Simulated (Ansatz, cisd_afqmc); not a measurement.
Species: Si, charge 0, triplet.

Total energies in aug-cc-pV(D+d)Z, 4 correlated electrons, 5 frozen orbitals. Radicals and triplets start from unrestricted determinants; spin-orbit coupling is neglected. Cores are frozen in correlated methods. No relativity. AFQMC is phaseless with a CISD trial state; ± is one standard error, without the phaseless bias. Outlying blocks are dropped, and bars are widened where a walk drifts. Over all cases where full CI ran beside it in this data, AFQMC minus full CI had a median of +0.1 mEh and passed +0.4 mEh in a tenth of the cases. Full CI freezes restricted core orbitals and the other rows unrestricted ones, which leaves a small offset even where coupled cluster is exact.

```tsv
method	program	energy (Eh)	error against FCI (mEh)
HF	Ansatz	-288.85110	69.21
MP2	Ansatz	-288.89823	22.07
CCSD	Ansatz	-288.91835	1.96
CCSD(T)	Ansatz	-288.91972	0.59
CCSDT(Q)	Ansatz	-288.92029	0.01
CCSDTQ	Ansatz	-288.92031	-0.01
AFQMC/CISD	cisd_afqmc	-288.9201 ± 0.0001	0.2 ± 0.1
FCI	Ansatz	-288.92030	0.00
```

Ansatz is a first-principles code.
